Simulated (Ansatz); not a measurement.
CH3BCl, SMILES `C[B-]Cl` (excited triplet) (charge -1, multiplicity 3). This triplet is an excited state, 0.86 eV above the relaxed singlet at the level frozen-core CCSD(T)/aug-cc-pVDZ // B3LYP-D3(BJ)/def2-TZVPD (Ansatz, a program for electronic structure).

The numbers are results of HSE06/aug-cc-pVTZ // B3LYP-D3(BJ)/def2-TZVPD (Ansatz), not measurements.

Ansatz 0.2 input:
```yaml
crystal:
  periodic: [false, false, false]
  atoms:
    - { symbol: C, position_ang: [-0.540642, 0.047972, 0.038843] }
    - { symbol: B, position_ang: [0.923634, 0.6355, 0.220526] }
    - { symbol: Cl, position_ang: [2.417585, -0.384363, -0.241518] }
    - { symbol: H, position_ang: [-0.726093, -0.868013, 0.630702] }
    - { symbol: H, position_ang: [-0.78542, -0.21317, -1.007856] }
    - { symbol: H, position_ang: [-1.289064, 0.782075, 0.359303] }
basis:
  gaussian: { orbitals: aug-cc-pVTZ }
hamiltonian:
  xc: hse06
total_charge: -1
magnetization:
  spin_polarized: true
  initial_magnetization: 2
```

Output:

```
Functional definition: HSE06
1000 factors; their error is unknown
97 factors; integrals over basis functions are off by at most 2.7e-6 eV
mean field evaluation 1: about -14272.5213 eV, gradient 3.2e1 eV
mean field evaluation 2: about -14254.5547 eV, gradient 5.5e1 eV
mean field evaluation 4: about -14278.2318 eV, gradient 3.0e0 eV
mean field evaluation 8: about -14278.2971 eV, gradient 2.1e-1 eV
mean field evaluation 16: about -14278.2972 eV, gradient 3.3e-5 eV
mean field evaluation 32: about -14278.2771 eV, gradient 5.7e-1 eV
mean field evaluation 64: about -14277.5267 eV, gradient 5.7e-1 eV
mean field -14278.29724400 eV, -524.7177455397 hartree, gradient 7.3e-6 eV, S^2 2.005291; 10 other end points of the search recorded, 0 dependent functions left out
reference -14278.29730837 eV, -524.7177479052 hartree; 17, 15 occupied and 194, 196 virtual orbitals, 1000 factors
Total energy: -14278.29730837 eV, -524.7177479052 hartree
```
